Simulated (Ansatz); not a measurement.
`[Cl][GeH2][Cl]` → Cl₂ + `[GeH2]`  (germylene formation by 1,1-elimination)

Gas-phase electronic energies from Ansatz, PBE0-D4/def2-TZVP geometries. CBS: MP2 limit from def2 TZ/QZ plus the TZ coupled-cluster correction, frozen cores. This one scheme is used for every species. Functionals use def2-TZVPP. HSE06 is defined as in plane-wave codes. For Ge outer-core shells are correlated without core-valence functions, which leaves a few kJ/mol of doubt a bond. Scalar relativity is left out up to krypton.

CCSD(T)/CBS gives +481.9 kJ/mol.

Task: Another level gave +497.5 kJ/mol. Which?
A. BLYP-D4/def2-TZVPP
B. HSE06/def2-TZVPP
C. B97M-V/def2-TZVPP
D. PBE0-D4/def2-TZVPP

Result: C. B97M-V 497.5, BLYP-D4 438.7, PBE0-D4 489.2, HSE06 483.7 kJ/mol.

Task: What do rigid-rotor, harmonic-oscillator terms from PBE0-D4/def2-TZVP frequencies (298.15 K, 1 bar) make of the CCSD(T)/CBS value? (Estimate.)

Result: Computed: ΔZPE = -17.0 kJ/mol, ΔH = +469.7 kJ/mol, ΔS = 142 J/(mol·K), ΔG = +427.3 kJ/mol.

Largest T1 diagnostic among the species: 0.012.

The D4 term adds +10.7 kJ/mol with B3LYP and +5.7 kJ/mol with PBE0; it sums over pairs of atoms, weighted by their polarisabilities, and B3LYP, whose exchange is more repulsive, gets the larger term. From r2SCAN to r2SCAN0 (25 % exact exchange), in def2-TZVPP and without D4, ΔE moves by +8.5 kJ/mol. Leaving LDA and LC-ωPBE aside and taking each functional with its dispersion term where it has one, the values, not all of them listed here, spread over 77.5 kJ/mol, from BLYP-D4 to PBE-QIDH. LDA lies +38.6 kJ/mol from PBE without D4.

B3LYP here is the variant with VWN-RPA as its local correlation; programs differ in this.
